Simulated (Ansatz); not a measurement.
Basis sets compared for Sn(OEt)H3 (C₂H₈OSn). The state is a singlet with charge 0. Geometry B3LYP-D4/def2-SVP. Ansatz on 4 threads of Intel Xeon on a shared host; times are rough, and most runs start from earlier orbitals.

```csv
atom,x (Å),y (Å),z (Å)
Sn1,1.052,0.932,-1.808
O2,-0.317,0.079,-0.620
C3,-0.017,-0.250,0.718
C4,-1.255,-0.847,1.368
H5,0.820,-0.980,0.780
H6,0.307,0.643,1.296
H7,-1.058,-1.121,2.417
H8,-2.085,-0.124,1.342
H9,-1.574,-1.749,0.822
H10,0.221,1.107,-3.294
H11,2.405,-0.129,-1.915
H12,1.501,2.440,-1.107
```

In the def2 sets Sn takes a core potential; there is no spin–orbit coupling.

Binding counts from free atoms (Sn triplet, O triplet, C triplet, H doublet) in the same basis, without a counterpoise term.

| level | functions | energy (Eh) | HOMO (eV) | LUMO (eV) | binding per atom (eV) | wall time |
| --- | --- | --- | --- | --- | --- | --- |
| PBE-D4/def2-SVP | 108 | -370.1989 | -5.64 | -1.00 | 3.51 | 1.3 s |
| PBE-D4/def2-TZVP | 191 | -370.3920 | -5.86 | -1.27 | 3.50 | 1.9 s |
| r2SCAN-D4/def2-TZVP (with forces) | 191 | -370.5813 | -6.16 | -0.90 | 3.46 | 3.8 s |
| PBE0-D4/def2-SVP | 108 | -370.2283 | -7.22 | -0.16 | 3.46 | 1.6 s |
| PBE0-D4/def2-TZVP | 191 | -370.4170 | -7.38 | -0.46 | 3.45 | 2.9 s |

Q: Estimate the rows for PBE-D4/def2-TZVPD, r2SCAN-D4/def2-TZVPD, PBE0-D4/def2-TZVPD.

A: 
| level | functions | energy (Eh) | HOMO (eV) | LUMO (eV) | binding per atom (eV) | wall time |
| --- | --- | --- | --- | --- | --- | --- |
| PBE-D4/def2-TZVPD | 242 | -370.3935 | -5.90 | -1.33 | 3.50 | 3.3 s |
| r2SCAN-D4/def2-TZVPD | 242 | -370.5825 | -6.19 | -0.94 | 3.46 | 4.2 s |
| PBE0-D4/def2-TZVPD | 242 | -370.4182 | -7.41 | -0.54 | 3.45 | 3.4 s |
